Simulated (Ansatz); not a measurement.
Cartesian coordinates in Å:
```
C -0.999 -0.844 1.194
O 0.366 -0.828 0.801
Sn 0.996 0.428 -0.507
O -0.061 0.394 -2.123
F 0.998 2.216 0.143
F 2.808 0.010 -0.844
H -1.123 -1.696 1.865
H -1.277 0.066 1.736
H -1.674 -0.973 0.342
H -0.033 1.225 -2.607
```

The species carries charge 0 and has multiplicity 1. Sn takes the def2 core potential.

Problem. List the CAM-B3LYP/def2-TZVPP orbital energies in eV (Ansatz). (An estimate is asked.)

Solution. Ansatz gave: Occupied: -673.21, -673.19, -523.42, -523.29, -280.56, -142.58, -97.53, -97.50, -97.47, -34.42, -34.19, -32.40, -31.88, -31.65, -31.62, -30.81, -29.51, -29.07, -21.07, -17.44, -15.59, -15.00, -14.70, -14.51, -13.97, -13.57, -13.31, -13.19, -13.04, -12.18, -11.56, -10.80, -10.35. Lowest empty: -1.42, 1.28, 1.38, 1.65, 2.75, 3.14, 3.63, 4.30.
